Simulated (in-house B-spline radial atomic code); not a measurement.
Results of a calculation; reference values are marked as such.
**Making a Troullier-Martins p channel for Ca, r_c = 1.18 bohr**

Ca, [Ar] 4s2, non-relativistic LDA (VWN5), spherical and spin-unpolarised, from a B-spline radial code for spherical atoms (atomic units). The all-electron 3p level is ε = -1.030573 hartree, its outermost node lies just inside 0.43 bohr and its outer maximum at 1.05 bohr.

Inside r_c the pseudo-orbital is u(r) = r^2 exp(p(r)), with p = c0 + c2 r² + c4 r⁴ + … + c12 r¹². The seven coefficients follow from p and its first four derivatives at r_c, from zero curvature of the screened potential at the origin, c4 = −c2²/(2l + 5), and from the norm inside r_c. At r_c the all-electron orbital has P = 0.9261342, P' = -0.3145665, the screened potential V = -2.736621, V' = 4.91206, V'' = -12.23613, and the norm inside is Q = 0.4795932.

Task: What are p, p' and p'' at r_c?

Result: p = ln(P/r_c^2) = ln(0.9261342/1.3924) = -0.40777. p' = P'/P − 2/r_c = -0.33966 − 1.69492 = -2.03457. The radial equation gives p'' = 2(V − ε) − 2(2) p'/r_c − p'² = -3.41210 − (-6.89685) − 4.13948 = -0.65472. Differentiating, p''' = 2V' + 2(2)p'/r_c² − 2(2)p''/r_c − 2p'p'' = 3.5346, and p'''' = 2V'' − 4(2)p'/r_c³ + 4(2)p''/r_c² − 2(2)p'''/r_c − 2p''² − 2p'p''' = -16.784.

For a trial c2 the five matching conditions are linear in c0, c6, c8, c10 and c12, and c2 is varied until the norm inside r_c equals Q. The root nearest zero gives:

```csv
n,c_n
0,0.7434142
2,-0.6097305
4,-0.05311018
6,-0.519046
8,0.5937223
10,-0.2502406
12,0.03841745
```

Task: Check c4 and p(r_c), and find the screened pseudopotential at the origin.

Result: −c2²/7 = -0.0531102, as listed. The terms c_n r_c^n are 0.74341, -0.84899, -0.10297, -1.40119, 2.23172, -1.30972, 0.27997, which sum to -0.40776. Inverting the radial equation, V_l(r) = ε + 2 p'/r + (p'' + p'²)/2, so V_l(0) = ε + (2l + 3) c2 = -1.030573 + 5 × (-0.60973) = -4.0792 hartree, finite where the all-electron potential diverges.

Orbitals and screened potentials:

```tsv
r (bohr)	P	u	V all-electron	V pseudo
0.118	-0.3757	0.02904	-119.4	-4.082
0.295	-0.3522	0.1734	-32.58	-4.165
0.472	0.154	0.4062	-15.32	-4.479
0.649	0.6011	0.6632	-8.789	-4.867
0.826	0.8565	0.8616	-5.631	-4.746
1.003	0.9455	0.9454	-3.838	-3.813
1.18	0.9261	0.9261	-2.737	-2.737
```

Logarithmic derivatives P'/P at R = 1.48 bohr, for energies E around ε:

| E − ε (hartree) | all-electron | pseudo |
| --- | --- | --- |
| -0.5 | 0.137034 | 0.135911 |
| -0.25 | -0.26475 | -0.26514 |
| -0.1 | -0.554182 | -0.55426 |
| 0 | -0.77388 | -0.773881 |
| 0.1 | -1.02024 | -1.02035 |
| 0.25 | -1.45358 | -1.45444 |
| 0.5 | -2.42995 | -2.43574 |

Task: With P(R) = 0.7773441 and a norm of 0.7014023 inside R, what slope in energy does norm conservation fix?

Result: d(P'/P)/dE = −2 × (norm inside R)/P(R)² = -2.3215 per hartree·bohr at E = ε, for both atoms, since orbital and norm agree at R. Differences over ±0.1 hartree give -2.3303 (all-electron) and -2.3305 (pseudo), which also hold third-order terms. Half a hartree below ε the two curves differ by -0.0011.
